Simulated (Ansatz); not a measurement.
Ansatz (a first-principles code) input (HF/3-21G): The .json file is the Basis Set Exchange's 3-21G.

Ansatz 0.2 input:
```yaml
crystal:
  periodic: [false, false, false]
  atoms:
    - {symbol: F, position_ang: [-0.00000000, -0.00000000, -1.85692335]}
    - {symbol: S, position_ang: [0.00000000, 0.00000000, 0.00000000]}
    - {symbol: F, position_ang: [0.00000000, 0.00000000, 1.85692335]}
basis:
  gaussian:
    orbitals: 3-21G.json
hamiltonian:
  xc: {name: HF}
total_charge: -1
magnetization: {spin_polarized: true, initial_magnetization: 1}
relax: {f_tol: 0.003, max_steps: 120}
```

From the last part of the output:

```
mean field: 0.07 GiB planned
mean field evaluation 1: about -16143.4953 eV, gradient 9.0e0 eV
mean field evaluation 2: about -16143.5016 eV, gradient 9.0e0 eV
mean field evaluation 4: about -16144.0588 eV, gradient 1.4e0 eV
mean field evaluation 8: about -16144.0813 eV, gradient 1.4e-4 eV
mean field evaluation 16: about -16142.8736 eV, gradient 3.6e0 eV
mean field -16144.08191256 eV, -593.2840674348 hartree, gradient 1.1e-5 eV, S^2 0.752100; 2 other end points of the search recorded, 0 dependent functions left out
the calculation of the forces begins
reference -16144.08191256 eV, -593.2840674348 hartree; 18, 17 occupied and 13, 14 virtual orbitals, 348 factors
relax step   1: F+E_penalty+E_count = -16144.08191256 eV  Δ(F+E_penalty+E_count) = +0.000e0 eV  max|allowed force component| = 4.173e-3 eV/Å  Δτ_max = 0.0000 Å  (94 SCF iters, accepted)
these checks for a lower state are left out or cut short: starts, cluster_reference, orbital_swaps, neighbouring_geometries, increment
integrals: 0.00 GiB planned
348 factors; integrals over basis functions are off by at most 4.3e-5 eV
mean field: 0.07 GiB planned
mean field evaluation 32: about -16144.0819 eV, gradient 1.9e-5 eV
mean field -16144.08191332 eV, -593.2840674627 hartree, gradient 1.9e-5 eV, S^2 0.752101; 0 other end points of the search recorded, 0 dependent functions left out
the calculation of the forces begins
reference -16144.08191332 eV, -593.2840674627 hartree; 18, 17 occupied and 13, 14 virtual orbitals, 348 factors
relax step   2: F+E_penalty+E_count = -16144.08191332 eV  Δ(F+E_penalty+E_count) = -7.598e-7 eV  max|allowed force component| = 2.292e-3 eV/Å  Δτ_max = 0.0001 Å  (21 SCF iters, accepted)
integrals: 0.00 GiB planned
348 factors; integrals over basis functions are off by at most 4.3e-5 eV
mean field: 0.07 GiB planned
mean field -16144.08191332 eV, -593.2840674627 hartree, gradient 1.9e-5 eV, S^2 0.752101; 3 other end points of the search recorded, 0 dependent functions left out
the calculation of the forces begins
reference -16144.08191332 eV, -593.2840674627 hartree; 18, 17 occupied and 13, 14 virtual orbitals, 348 factors
Total energy: -16144.08191332 eV, -593.2840674627 hartree
Atom 0 at    -0.000000     0.000000    -1.857041 Å, force    -0.000000    -0.000000    -0.002292 eV/Å
Atom 1 at     0.000000    -0.000000     0.000000 Å, force     0.000000     0.000000    -0.000000 eV/Å
Atom 2 at    -0.000000     0.000000     1.857041 Å, force    -0.000000    -0.000000     0.002292 eV/Å
Dipole moment:    -0.000000     0.000000    -0.000000 e Å
```

The dipole moment of an ion depends on the origin.
